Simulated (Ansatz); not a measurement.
C2H5O, doublet, at a GFN2-xTB geometry; B3LYP/6-31G* (Ansatz, a program for electronic structure).

Input for Ansatz:
Ansatz 0.2 input:
```yaml
crystal:
  periodic: [false, false, false]
  atoms:
    - {symbol: C, position_ang: [-1.22003785, -0.15018634, 0.22165959]}
    - {symbol: C, position_ang: [0.18174770, 0.29955908, 0.36369331]}
    - {symbol: O, position_ang: [1.07789729, -0.19148884, -0.56006942]}
    - {symbol: H, position_ang: [-1.71996174, -0.14101452, 1.18910887]}
    - {symbol: H, position_ang: [-1.79804751, 0.49294177, -0.45494149]}
    - {symbol: H, position_ang: [-1.23390671, -1.15812005, -0.18589083]}
    - {symbol: H, position_ang: [0.41541138, 1.23769409, 0.84206121]}
    - {symbol: H, position_ang: [1.94306715, 0.20417300, -0.42189986]}
basis:
  gaussian:
    orbitals: 6-31G*
    point_charges:
      - {charge: 1.0, position_ang: [-3.8463, 2.0899, -3.2640]}
hamiltonian:
  xc: b3lyp
magnetization: {spin_polarized: true, initial_magnetization: 1}
```

It wrote (shortened):

```
Functional definition: B3LYP
576 factors; integrals over basis functions are off by at most 5.6e-4 eV
mean field evaluation 1: about -4195.7379 eV, gradient 3.4e1 eV
mean field evaluation 2: about -4193.6118 eV, gradient 4.2e1 eV
mean field evaluation 4: about -4200.6248 eV, gradient 1.5e0 eV
mean field evaluation 8: about -4200.8115 eV, gradient 9.3e-2 eV
mean field evaluation 16: about -4200.8116 eV, gradient 6.0e-5 eV
mean field -4200.81156103 eV, -154.3769774557 hartree, gradient 6.2e-5 eV, S^2 0.753319; 0 other end points of the search recorded, 0 dependent functions left out
reference -4200.81172817 eV, -154.3769835978 hartree; 13, 12 occupied and 42, 43 virtual orbitals, 576 factors
Total energy: -4200.81172817 eV, -154.3769835978 hartree
```
